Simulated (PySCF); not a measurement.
C3H14Si3, SMILES C[SiH2]CC[SiH2][SiH3]. Atoms are numbered in the order given.

```xyz
20

C     -3.3840    -1.7561    -0.6391
Si    -2.5972    -0.2318     0.1444
C     -0.7686    -0.0781    -0.3262
C     -0.0659     1.1475     0.2902
Si     1.7590     1.3174    -0.2076
Si     2.9613    -0.6108     0.4044
H     -4.4473    -1.8409    -0.3635
H     -3.3217    -1.7093    -1.7385
H     -2.8739    -2.6753    -0.3083
H     -3.3171     1.0026    -0.2992
H     -2.7066    -0.3071     1.6348
H     -0.2602    -1.0108    -0.0212
H     -0.6975    -0.0502    -1.4287
H     -0.1159     1.1075     1.3927
H     -0.5851     2.0783     0.0003
H      1.8639     1.5028    -1.6886
H      2.3749     2.5109     0.4513
H      2.7721    -0.8909     1.8609
H      4.4219    -0.4441     0.1410
H      2.4810    -1.8017    -0.3600
```
Charge 0, spin multiplicity 1.

Geometry: B3LYP-D3(BJ)/def2-SVP. The structure was generated by enumeration, and PubChem lists no compound with its InChIKey, so it may never have been made. One conformer was computed; it need not be the lowest.

Two levels are set side by side: PBE/pcSseg-1 (PySCF) and PBE0/pcSseg-1 (PySCF). GIAO shifts against TMS (²⁹Si), TMS (¹H), TMS (¹³C) at the same level; non-relativistic, no solvent, atoms listed together averaged. Differences are taken from unrounded values.

```csv
quantity,PBE0,PBE,PBE minus PBE0
δ(¹³C) of C1 (ppm),-4.1,-4.3,-0.2
δ(²⁹Si) of Si2 (ppm),-29.2,-30.5,-1.4
δ(¹³C) of C3 (ppm),12.2,14.5,2.3
δ(¹³C) of C4 (ppm),7.5,9.8,2.3
δ(²⁹Si) of Si5 (ppm),-62.2,-64.8,-2.6
δ(²⁹Si) of Si6 (ppm),-109.7,-115.3,-5.6
"δ(¹H) of H7, H8, H9 (ppm)",0.51,0.51,0.00
"δ(¹H) of H10, H11 (ppm)",4.29,4.38,0.08
"δ(¹H) of H12, H13 (ppm)",0.78,0.91,0.13
```

Rough cost on one machine, each run with all the roots and properties that it gave: PBE0 against PBE within a factor of 2.
